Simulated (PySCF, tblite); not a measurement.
Compound: C5H7NSSi.
Z-matrix (Å and degrees, GFN2-xTB geometry), rows numbered from 1:
```
S 
Si  1  2.1319
C   2  1.8921  1  105.07
C   3  1.3902  2  122.36  1   179.93
C   4  1.3841  3  119.27  2   180.00
C   5  1.3864  4  118.73  3     0.10
C   6  1.3865  5  118.05  4    -0.09
N   7  1.3196  6  123.10  5    -0.01
H   1  1.3288  2   92.90  3     0.04
H   2  1.4600  1  109.95  3   118.73
H   2  1.4600  1  109.85  3  -118.61
H   4  1.0793  3  119.64  2     0.00
H   5  1.0808  4  120.67  3  -179.96
H   6  1.0789  5  121.29  4   179.96
H   7  1.0830  6  121.34  5   179.90
```

Theory: PBE0/def2-SVPD in PySCF (dipole) on a GFN2-xTB geometry, gas phase.

Masses are those of the commonest isotopes; rigid-rotor values at the optimised geometry. The values belong to one conformer with, in the numbering `[SH:1][SiH2:2][c:3]1[cH:4][cH:5][cH:6][cH:7][n:8]1`, H–S1–Si2–C3 0°, S1–Si2–C3–C4 180°.

(1) Give the principal moments of inertia and the rotational constants in MHz.

(2) Classify the top.

(3) What does the inertial defect say?

(4) Give the other two planar moments, Paa and Pbb, and the rms extents of the mass along the axes.

(5) Where do the levels up to J = 2 lie, in MHz?

(6) Which types of transition are allowed, and where do some lines up to J = 2 fall?

(7) Estimate the classical rotational partition function at 10 K, 25 K and 500 K.

## Answers

(1) Ia = 142.18, Ib = 578.20, Ic = 714.53 u·Å²; 505379 MHz·u·Å²/I gives A = 3555, B = 874.1, C = 707.3 MHz.

(2) An asymmetric top; Ray's κ = -0.883.

(3) Not planar: Δ = Ic − Ia − Ib = -5.85 u·Å². For a rigid frame Δ = −2 Σ m c², so Σ m c² = 2.92 u·Å² lies off the ab plane, practically all of it from hydrogen. The atom farthest from that plane is 1.21 Å away.

(4) Paa = Σ m a² = (Ib + Ic − Ia)/2 = 575.28 and Pbb = Σ m b² = (Ia + Ic − Ib)/2 = 139.25 u·Å². With the mass M = 141.01 u, the rms extents √(P/M) along a, b and c are 2.02, 0.99, 0.14 Å.

(5) Above 0(0,0):
J = 1: 1(0,1) 1581, 1(1,1) 4262, 1(1,0) 4429
J = 2: 2(0,2) 4736, 2(1,2) 7258, 2(1,1) 7758, 2(2,1) 15800, 2(2,0) 15807
The levels of one J sum to (2J + 1)J(J + 1)(A + B + C)/3.

(6) The dipole components are |μa| = 4.14 D, |μb| = 1.18 D, |μc| = 0.00 D; the mirror of this Cs structure is the ab plane, so μc vanishes by symmetry and there are no c-type lines. The squared components, which scale the intensities, stand as 1.00 : 0.08 (a : b). Some lines, for components of 0.1 D or more:

| type | branch | J(Ka,Kc) | MHz | lower level (cm⁻¹) |
| --- | --- | --- | --- | --- |
| b | R | 2(0,2) ← 1(1,1) | 475 | 0.142 |
| a | Q | 2(1,1) ← 2(1,2) | 500 | 0.242 |
| a | R | 1(0,1) ← 0(0,0) | 1581 | 0.000 |
| b | Q | 1(1,0) ← 1(0,1) | 2847 | 0.053 |
| a | R | 2(1,2) ← 1(1,1) | 2996 | 0.142 |
| b | Q | 2(1,1) ← 2(0,2) | 3022 | 0.158 |
| a | R | 2(0,2) ← 1(0,1) | 3155 | 0.053 |
| a | R | 2(1,1) ← 1(1,0) | 3329 | 0.148 |
| b | R | 1(1,1) ← 0(0,0) | 4262 | 0.000 |
| b | R | 2(1,2) ← 1(0,1) | 5676 | 0.053 |
| b | Q | 2(2,0) ← 2(1,1) | 8049 | 0.259 |
| b | Q | 2(2,1) ← 2(1,2) | 8542 | 0.242 |
| b | R | 2(2,1) ← 1(1,0) | 11371 | 0.148 |
| b | R | 2(2,0) ← 1(1,1) | 11545 | 0.142 |

(7) Point group Cs, symmetry number σ = 1; q = (√π/σ)·√((kT/h)³/(ABC)), k/h = 20836.6 MHz/K: 3600 at 10 K, 14200 at 25 K, 1270000 at 500 K.

Its GFN2-xTB frequencies are all real (lowest 37 cm⁻¹). These are rigid-rotor constants of the computed structure; measured ground-state constants (B0) also hold zero-point vibration. Quadrupole hyperfine structure (14N) is left out.
